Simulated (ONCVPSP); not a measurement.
# Logarithmic derivatives: Sn, ONCV

ONCVPSP 4.0.1 input, shortened (lines: element, Z, core and valence counts, functional; n l f; lmax; l rc ep ncon nbas qcut; lloc lpopt rc5 dvloc0; l nproj debl; icmod fcfact rcfact), PBE, scalar-relativistic:

```
  Sn 50.00    9    2        4      upf
    1    0    2.00
    2    0    2.00
    2    1    6.00
    3    0    2.00
    3    1    6.00
    3    2   10.00
    4    0    2.00
    4    1    6.00
    4    2   10.00
    5    0    2.00
    5    1    2.00
    2
    0    2.20    0.00    3    7    3.80
    1    2.60    0.00    4    8    3.50
    2    2.05    0.18    3    7    4.00
    2    5    2.05    0.00
    0    2    2.90
    1    2    0.30
    2    0    1.50
    0    0.00    0.00
```

The phase is arctan(r·R′/R) of the radial function R(r), unwrapped; energies in Ha, scanned from -2 to 5 Ha. A pole is an energy at which the radial function vanishes at the test radius. The pseudo phase is shifted by a multiple of π to meet the all-electron one at the reference energy, and phase errors are pseudo minus all-electron; the curves can meet again beyond the range given. Levels narrower than the energy grid can be missing from the lists of poles.

```tsv
channel	radius (bohr)	reference energy (Ha)	poles, all-electron	poles, pseudo	unbroken range about the reference energy with phases within 0.05 rad	phase error 1 Ha above the reference energy (rad)
s	2.23	-0.39	0.99	0.98, 4.66	below 3.2	-0.001
p	2.64	-0.14	0.87	0.87, 3.56	below 1.9	-0.000
d	2.08	0.18	-0.79, 3.94	1.48	-0.2 to 0.4	-1.008
```

Phases in the p channel:

```csv
E (Ha),all-electron,pseudo
-1.98,1.304,1.303
-1.62,1.256,1.256
-1.26,1.177,1.176
-0.90,1.012,1.012
-0.54,0.523,0.523
-0.18,-0.718,-0.718
0.18,-1.283,-1.283
0.54,-1.474,-1.474
0.90,-1.578,-1.579
1.26,-1.662,-1.664
1.62,-1.759,-1.769
1.98,-1.930,-1.986
2.34,-2.474,-3.056
2.70,-3.898,-4.315
3.06,-4.370,-4.561
3.42,-4.518,-4.674
3.78,-4.591,-4.779
4.14,-4.637,-5.014
4.50,-4.671,-6.996
4.86,-4.699,-7.613
```
